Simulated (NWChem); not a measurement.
Species: BHOClF; SMILES OB(F)Cl

```xyz
5

B      0.0198    -0.4210     0.0000
F     -1.1253    -1.0911     0.0000
Cl    -0.0253     1.3311     0.0000
O      1.1993    -1.0571     0.0000
H      1.1046    -2.0168     0.0000
```
Atoms are numbered in this order, from 1.

Results from NWChem. Pople sets run with spherical d functions. Geometry: optimised at PBE0/def2-SVP. B3LYP is NWChem's, with the RPA form of VWN correlation. Atomic charges in e: unrestrained fits to the electrostatic potential beside Mulliken populations; buried atoms are poorly determined by the fit.

For level B3LYP/def2-SVP:

| Item | Result |
|---|---|
| ESP B1 | 0.67 |
| Mulliken B1 | 0.09 |
| Mulliken F2 | -0.10 |
| Mulliken Cl3 | -0.09 |
| ESP O4 | -0.62 |
| Mulliken O4 | -0.09 |

Task: How do the values read with level Hartree-Fock/6-31G* instead?

Result: 
- ESP B1 = 0.89
- Mulliken B1 = 0.82
- Mulliken F2 = -0.38
- Mulliken Cl3 = -0.23
- ESP O4 = -0.73
- Mulliken O4 = -0.69
